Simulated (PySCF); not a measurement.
F$_{5}$Sb, charge -1, doublet, at a GFN2-xTB geometry (a state made from the parent by changing its charge; the spin is typed, not shown lowest) (core potentials on Sb). Base run: M062X/def2-SVP (PySCF).

PySCF was given this input:
```python
from pyscf import gto, scf, dft

mol = gto.M(
    atom='''
Sb   -0.14082778    0.06892398    0.18765744
F     1.37299800   -0.81046783    1.42071276
F    -1.45490835    0.85055641   -1.31156465
F     0.98143243    1.89186455    0.13433258
F     0.96184478   -0.47074637   -1.28168834
F    -1.06334278   -1.85177597   -0.02518448
''',
    basis='def2-svp',
    ecp={'Sb': 'def2-svp'},
    charge=-1,
    spin=1,
    verbose=4,
)

mf = dft.UKS(mol)
mf.xc = 'm062x'
mf.kernel()
```

The base run was repeated with changes; each row names its change, and settings that it needs were set with it.

```
change                                                                                                                  ΔE vs base (mEh)        outcome
----------------------------------------------------------------------------------------------------------------------  ----------------  -------------
base                                                                                                                               0.000      converged
auxbasis = even-tempered beta=3.0                                                                                                -49.686      converged
auxbasis = autoaux                                                                                                                 0.143      converged
auxbasis = cc-pvtz-jkfit                                                                                                               -  input refused
auxbasis = cc-pvqz-jkfit                                                                                                               -  input refused
auxbasis = def2-tzvp-ri                                                                                                                -  input refused
auxbasis = even-tempered beta=2.0                                                                                                 -0.268      converged
auxbasis = cc-pvdz-jkfit                                                                                                               -  input refused
auxbasis = cc-pvtz-ri                                                                                                                  -  input refused
exchange = seminumerical (SGX) (with mf = sgx.sgx_fit(mf, auxbasis='def2-universal-jfit'); with mf.with_df.dfj = True)            -0.339      converged
```

A fitting set is made for a task (jfit for Coulomb, jkfit for Coulomb and exchange, ri for correlation) and for a family of orbital bases.

Open shells are given as the SCF converged; they aren't shown to be the lowest states, and a large step between rows can be another state.

- auxbasis = cc-pvtz-jkfit: ended with `pyscf.lib.exceptions.BasisNotFoundError: Basis set not found for Sb in cc-pvtz-jkfit`
- auxbasis = cc-pvqz-jkfit: ended with `pyscf.lib.exceptions.BasisNotFoundError: Basis set not found for Sb in cc-pvqz-jkfit`
- auxbasis = def2-tzvp-ri: ended with `pyscf.lib.exceptions.BasisNotFoundError: Basis set not found for Sb in def2-tzvp-ri`
